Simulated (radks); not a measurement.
The numbers below are computed, except where a source is named.
Question: Ionisation of Hf, [Xe] 4f14 5d2 6s2, to Hf+, [Xe] 4f14 5d1 6s2, under several functionals. Non-relativistic Kohn-Sham, spin-unpolarised, spherical densities, point nucleus; a radial shooting solver on a logarithmic mesh with Libxc functionals. Known Delta-SCF values: Wu-Cohen GGA 7.782 eV. What does Tao-Mo meta-GGA give, and what is its highest occupied eigenvalue?

Answer: 7.643 eV by Delta-SCF; the 5d eigenvalue is -3.633 eV. NIST: 6.825 eV (measured).

Beside tabulated values, note that relativity, absent from the non-relativistic runs, is large for the heavy elements, and spin-unpolarised runs miss the spin-polarisation part of the exchange energy of open shells.
